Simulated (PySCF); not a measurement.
AlClBr2, SMILES [Cl][Al]([Br])[Br].

The structure is a stationary point at r2SCAN-D4/def2-SVP. The structure was generated by enumeration; whether it is a known compound was not checked.

All values below come from TDA-ωB97X/def2-SVPD run with PySCF.

Vertical excitations. Isolated molecule, no solvent. State labels are in the subgroup C2v.

Computed UV-visible absorptions:
| state | symmetry | energy (eV) | λ (nm) | f | main pairs |
|---|---|---|---|---|---|
| S1 | B2 | 6.45 | 192 | 0.008 | HOMO→LUMO 90 % |
| S2 | A2 | 6.53 | 190 | 0.000 | HOMO→LUMO+1 97 % |
| S3 | A2 | 6.69 | 185 | 0.000 | HOMO−1→LUMO 89 % |
| S4 | A1 | 7.00 | 177 | 0.054 | HOMO−2→LUMO 84 % |
| S5 | B1 | 7.02 | 177 | 0.032 | HOMO−3→LUMO 82 % |
| S6 | B1 | 7.05 | 176 | 0.002 | HOMO−2→LUMO+1 89 % |
| S7 | B2 | 7.12 | 174 | 0.014 | HOMO−1→LUMO+1 76 %, HOMO−4→LUMO 16 % |
| S8 | A2 | 7.43 | 167 | 0.000 | HOMO−4→LUMO+1 97 % |
| S9 | A1 | 7.52 | 165 | 0.080 | HOMO−3→LUMO+1 84 % |
| S10 | B2 | 7.64 | 162 | 0.259 | HOMO−4→LUMO 69 %, HOMO−1→LUMO+1 13 % |
| T1 | B2 | 6.11 | 203 | 0 | HOMO→LUMO 86 % |
| T2 | A2 | 6.40 | 194 | 0 | HOMO−1→LUMO 55 %, HOMO→LUMO+1 33 % |
| T3 | A2 | 6.43 | 193 | 0 | HOMO→LUMO+1 63 %, HOMO−1→LUMO 29 % |
| T4 | B2 | 6.57 | 189 | 0 | HOMO−1→LUMO+1 91 % |
Triplets are in the Tamm–Dancoff approximation.
